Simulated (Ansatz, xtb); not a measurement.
Diatomic MgP-, multiplicity 3 (lowest of 2S+1 = 1, 3, 5 at CCSD(T)/def2-TZVPP on PBE0 minima; our sources give no spin for the ground state, which may be another).

Seven points along R, fitted to fifth degree in 1/R; most abundant isotopes. In def2 and cc sets the state is the lowest found near the PBE0 minimum, followed along R.

The values were computed with Ansatz (Gaussian basis) for Hartree–Fock, density functionals and correlated methods; xtb for the GFN methods. Each number belongs to the level named beside it. The GFN methods have no spin term and hold the electronic entropy of 300 K.

```
level                 r_e (Å)  ω_e (cm⁻¹)  ω_e x_e (cm⁻¹)  B_e (cm⁻¹)
--------------------  -------  ----------  --------------  ----------
GFN1-xTB                2.544         288            0.77       0.193
GFN2-xTB                2.450         337             2.3       0.208
SVWN5/def2-TZVPP        2.382         377             2.5       0.220
PBE/def2-TZVPP          2.416         359             2.6       0.214
r2SCAN/def2-TZVPP       2.399         377             2.6       0.217
B97M-V/def2-TZVPP       2.398         370             3.0       0.217
B3LYP/def2-TZVPP        2.420         347             3.1       0.213
PBE0/def2-TZVPP         2.402         365             3.1       0.216
BHLYP/def2-TZVPP        2.412         342             3.8       0.214
CAM-B3LYP/def2-TZVPP    2.398         352             3.8       0.217
wB97X-V/def2-TZVPP      2.392         363             4.1       0.218
wB97M-V/def2-TZVPP      2.418         333             4.2       0.213
B2PLYP/def2-TZVPP       2.406         364             3.6       0.215
CCSD/def2-TZVPP         2.438         331             3.1       0.210
CCSD/def2-QZVPP         2.417         335             2.8       0.214
CCSD(T)/def2-TZVPP      2.421         351             3.6       0.213
CCSD(T)/def2-QZVPP      2.402         358             3.9       0.216
```

Correlated levels freeze the inner cores; with def2 sets outer-core shells near the valence are correlated too.

Ansatz is a quantum-chemistry and plane-wave program.
